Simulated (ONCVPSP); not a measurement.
**How hard is this chromium ONCV potential?**

Cr, optimised norm-conserving Vanderbilt (ONCV), made with ONCVPSP 4.0.1 (PBE, scalar-relativistic). Core [Ne], reference 3s2 3p6 3d5 4s1. Waves: 3s+4s: rc 1.50 bohr, ncon 4, nbas 9, qcut 8.2 1/bohr, 2 projectors; 3p: rc 1.20 bohr, ncon 3, nbas 7, qcut 9.4 1/bohr, 1 projector; 3d: rc 2.05 bohr, ncon 3, nbas 7, qcut 7.8 1/bohr, 1 projector. Local part: polynomial inside 0.90 bohr (lpopt 5, dvloc0 6 Ha). Core correction: Teter function fitted to the true core (icmod 2), fcfact 0.15.

Question: For each optimised wave give the share of its norm inside rc, the residual kinetic energy above qcut (Ha) and the cutoffs (Ha) for errors of 10, 1, 0.1 and 0.01 mHa per electron.

Answer:

```json
{"wave": "3s", "norm inside rc": "0.944", "residual KE": "1.8e-06", "10 mHa": "13.7", "1 mHa": "21.8", "0.1 mHa": "26.8", "0.01 mHa": "30.5"}
{"wave": "4s", "norm inside rc": "0.036", "residual KE": "1.2e-06", "10 mHa": "5.3", "1 mHa": "17.3", "0.1 mHa": "24.7", "0.01 mHa": "29.5"}
{"wave": "3p", "norm inside rc": "0.763", "residual KE": "7.0e-07", "10 mHa": "20.3", "1 mHa": "26.3", "0.1 mHa": "31.3", "0.01 mHa": "35.5"}
{"wave": "3d", "norm inside rc": "0.784", "residual KE": "4.9e-06", "10 mHa": "18.9", "1 mHa": "22.7", "0.1 mHa": "25.8", "0.01 mHa": "29.6"}
```

The occupied waves need 26 Ha and 31 Ha for 1 and 0.1 mHa. 2 of 4 tests not solved or not reliable.
